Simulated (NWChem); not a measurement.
Species: GeHCl2F; SMILES [Cl][GeH]([F])[Cl]

```xyz
5

Ge     0.3513     0.3243     0.0000
F      1.7755    -0.6482     0.0000
Cl    -0.7588    -0.2029     1.7385
Cl    -0.7588    -0.2029    -1.7385
H      0.7554     1.7940     0.0000
```
Atoms are numbered in this order, from 1.

Computed with NWChem. All runs use the structure optimised with PBE0/def2-SVP. GIAO values for the isolated, static molecule; σ is the absolute isotropic shielding, δ = σ(reference) − σ with the isolated reference molecule computed at the same levels (19F: trichlorofluoromethane, 1H: tetramethylsilane).

Task: Estimate the computed values for KT2/pcSseg-1. Quantities: σ Ge1 (ppm); δ F2 (ppm); σ Cl3 (ppm); δ H5 (ppm).

Result: 
```
Item         Result
-----------  ------
σ Ge1 (ppm)  1239.8
δ F2 (ppm)   -121.4
σ Cl3 (ppm)   779.8
δ H5 (ppm)     6.88
```
